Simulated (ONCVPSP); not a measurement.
Before and after: ONCV potential for F

```
Element                 : F
Generator               : ONCVPSP 4.0.1
Type                    : optimised norm-conserving Vanderbilt (ONCV)
Functional              : PBEsol
Relativity              : scalar-relativistic
Frozen core             : none
Valence charge          : 9
Reference configuration : 1s2 2s2 2p5
Partial waves           : 1s+2s: rc 0.40 bohr, ncon 4, nbas 7, qcut 36.3 1/bohr, 2 projectors; 2p: rc 1.35 bohr, ncon 3, nbas 7, qcut 8.8 1/bohr, 1 projector
Local potential         : polynomial inside 0.30 bohr (lpopt 3, dvloc0 0 Ha)
Core correction         : none
```

Change: p: rc 1.24.

Cutoffs: the cutoffs (Ha) at which the residual kinetic energy of the hardest occupied pseudo-wave falls to 1 and 0.1 mHa per electron; they do not see the model core or the augmentation charge, which bear on the density cutoff. Errors are all-electron minus pseudo energies relative to the spin-unpolarised reference configuration.

**Question.** Predict the effect on cutoff, ghosts and configuration errors.

**Answer.** The potential gets neither clearly harder nor softer (472 Ha and 535 Ha → 472 Ha and 535 Ha); of the 4 tests that both files solve, the error grows in 0 and shrinks in 3 by more than 15 % and 0.3 meV (median size 557.7 → 488.4 meV); neither file shows a bound ghost. Less of the atom is replaced, so other configurations are described better.

| quantity | base | changed |
| --- | --- | --- |
| cutoff, loose | 472 Ha | 472 Ha |
| cutoff, tight | 535 Ha | 535 Ha |
| loose cutoff by channel | s 472 Ha, p 31 Ha | s 472 Ha, p 33 Ha |
| bound ghosts | none | none |
| GHOST(+) flags under 300 eV | p at 162.9 eV | p at 195.5 eV |
| error for 1s2 2s2 2p4, meV [ΔE 19.32 eV] | +22 | +18 |
| error for 1s2 2s2 2p3, meV [ΔE 57.60 eV] | +236 | +180 |
| error for 1s2 2s2 2p2, meV [ΔE 118.08 eV] | +1020 | +797 |
| error for 1s1 2s2 2p5, meV [ΔE 705.72 eV] | +879 | +922 |
| s: phases at 0.41 bohr within 0.05 rad from the reference energy up to (Ha; the scan ends near 5) | to the end of the scan | to the end of the scan |
